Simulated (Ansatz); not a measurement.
One change: `[F][Zr]([F])([F])[F]` becomes `[F][Zr]([F])([F])[SeH]`.

Ansatz, PBE0-D4/def2-TZVP geometries, multiplicity 1. Each molecule was computed in one conformer, which needn't be the lowest.

Elements past krypton have def2 core potentials. Scalar relativity is left out up to krypton.

```json
{"property": "HOMO energy (ωB97M-V/def2-TZVPP) / eV", "`[F][Zr]([F])([F])[F]`": "-14.72"}
{"property": "HOMO–LUMO gap (PBE0/def2-TZVPP) / eV", "`[F][Zr]([F])([F])[F]`": "10.99"}
{"property": "HOMO–LUMO gap (PBE/def2-TZVPP) / eV", "`[F][Zr]([F])([F])[F]`": "8.03"}
{"property": "LUMO energy (PBE/def2-TZVPP) / eV", "`[F][Zr]([F])([F])[F]`": "-2.11"}
{"property": "LUMO energy (ωB97M-V/def2-TZVPP) / eV", "`[F][Zr]([F])([F])[F]`": "0.20"}
{"property": "ideal-gas entropy at 298 K and 1 bar (rigid rotor, harmonic PBE0-D4/def2-TZVP) / J/(mol·K)", "`[F][Zr]([F])([F])[F]`": "322"}
```

**Question.** Give the same properties after the change, and the shifts. (Best estimate.)

**Answer.** The calculation gave: 
```
                                                                                  property  `[F][Zr]([F])([F])[SeH]`  shift
                                                     HOMO energy (ωB97M-V/def2-TZVPP) / eV                     -9.80   4.92
                                                      HOMO–LUMO gap (PBE0/def2-TZVPP) / eV                      5.76  -5.23
                                                       HOMO–LUMO gap (PBE/def2-TZVPP) / eV                      3.76  -4.27
                                                         LUMO energy (PBE/def2-TZVPP) / eV                     -2.79  -0.68
                                                     LUMO energy (ωB97M-V/def2-TZVPP) / eV                      0.18  -0.02
ideal-gas entropy at 298 K and 1 bar (rigid rotor, harmonic PBE0-D4/def2-TZVP) / J/(mol·K)                       391     69
```

With PBE0 the HOMO rises by 4.49 eV and the LUMO falls by 0.74 eV, so the gap narrows by about 5.23 eV. PBE moves the HOMO by 3.59 eV and ωB97M-V by 4.92 eV. The zero-point energy changes by 14.1 kJ/mol with +3 modes. Modes under 60 cm⁻¹, often nearly free rotors, make the harmonic entropy too high.

Spin–orbit coupling is left out; it splits and shifts lone-pair levels of the heavy atoms by tenths of an eV.
